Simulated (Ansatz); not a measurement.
Job for Ansatz (an electronic-structure program): R-RI-MP2/def2-TZVPP on H2O (SMILES O). The basis file is the Basis Set Exchange's JSON of that set.

Ansatz 0.2 input:
```yaml
crystal:
  periodic: [false, false, false]
  atoms:
    - {symbol: O, position_ang: [-0.35342042, -0.14330864, 0.08002929]}
    - {symbol: H, position_ang: [0.10161668, 0.57556720, 0.53056402]}
    - {symbol: H, position_ang: [0.25170374, -0.43235856, -0.61069331]}
basis:
  gaussian:
    orbitals: def2-TZVPP
    fitting: {mean_field: def2-universal-JKFIT, correlation: def2-TZVPP-RIFIT.json}
magnetization: {spin_polarized: false}
correlation: {method: mp2, electrons: outside_noble_gas}
scf: {lower_state_search: off}
```

It printed:

```
WARN ansatz: RAYON_NUM_THREADS=4 ignored (pool sized by the plan → 4); use --threads N
Functional definition: HF
these checks for a lower state are left out or cut short: stability, starts, cluster_reference, orbital_swaps, neighbouring_geometries, increment
integrals: 0.00 GiB planned
113 factors; integrals over basis functions are off by at most 8.9e-1 eV
136 factors; integrals over basis functions are off by at most 6.2e-1 eV
mean field: 0.05 GiB planned
mean field evaluation 1: about -2067.9928 eV, gradient 3.3e1 eV
mean field evaluation 2: about -2069.1199 eV, gradient 2.1e1 eV
mean field evaluation 4: about -2069.7545 eV, gradient 3.3e-1 eV
mean field evaluation 8: about -2069.7550 eV, gradient 6.8e-7 eV
mean field -2069.75502833 eV, -76.0620943608 hartree, gradient 6.8e-7 eV, S^2 0.000000; 0 other end points of the search recorded, 0 dependent functions left out
1 core orbitals not correlated
reference -2069.75502833 eV, -76.0620943608 hartree; 4, 4 occupied and 54, 54 virtual orbitals, 136 factors
second order -7.10969017 eV of doubles, -0.00000000 eV of singles
Total energy: -2076.86471850 eV, -76.3233706553 hartree
Checks for a lower state left out: stability, starts, cluster_reference, orbital_swaps, neighbouring_geometries, increment
```

Self-consistency was reached.

Cost: roughly 0.4 core-seconds.
